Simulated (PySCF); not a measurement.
CH6BNO2.
Structure used (PBE0-D3(BJ)/def2-SVP), in Å, numbered top down from 1:
```xyz
11
CH6BNO2 angstrom
C      1.4674    0.0227    0.5186
N      0.2962    0.5766   -0.1069
B     -0.8748   -0.1546   -0.4198
O     -0.9219   -1.4927   -0.1281
O     -1.9824    0.4119   -1.0113
H      1.3240   -1.0581    0.6488
H      2.3779    0.1678   -0.0899
H      1.6616    0.4550    1.5171
H      0.3334    1.5720   -0.2790
H     -1.7583   -1.8704   -0.4144
H     -1.8838    1.3452   -1.2112
```

Computed with MP2 and CCSD/aug-cc-pVDZ in PySCF, restricted Hartree–Fock reference, 5 core orbitals frozen, non-relativistic, gas phase, PBE0-D3(BJ)/def2-SVP geometry.

E(HF) = -270.41202 Eh.

**Question.** How large is the problem?

**Answer.** 169 basis functions and 40 electrons; 5 orbitals frozen, which leaves o = 15 correlated occupied and v = 149 virtual orbitals. That is o·v = 2235 singles and o·v(o·v + 1)/2 = 2498730 distinct closed-shell doubles amplitudes before symmetry; the costliest CCSD step grows as o²v⁴ = 1.1 × 10^11.

**Question.** What are the MP2 and CCSD correlation energies?

**Answer.** MP2 -0.8108 Eh and CCSD -0.8461 Eh, which gives totals of -271.22278 and -271.25807 Eh. That is 0.767 eV for each correlated electron at CCSD (2221 kJ/mol in all, 0.312 % of the total energy); MP2 gives 95.8 % of the CCSD value.

**Question.** What is the T1 diagnostic?

**Answer.** 0.0125, below the customary warning level of 0.02. It is the norm of the spatial-orbital singles amplitudes over the root of the number of correlated electrons, so the norm is 0.068.

**Question.** How does correlation change the dipole moment?

**Answer.** HF gives 1.94 D and CCSD (unrelaxed density) 1.85 D, a change of -0.09 D.

Connected triples and the basis-set limit are missing.

The job also held the EOM ionisation roots. On Arm Neoverse V1, one thread, no GPU, shared host, this took 8.5 min and 3.0 GiB of memory at its peak.

One conformer stands for the species.
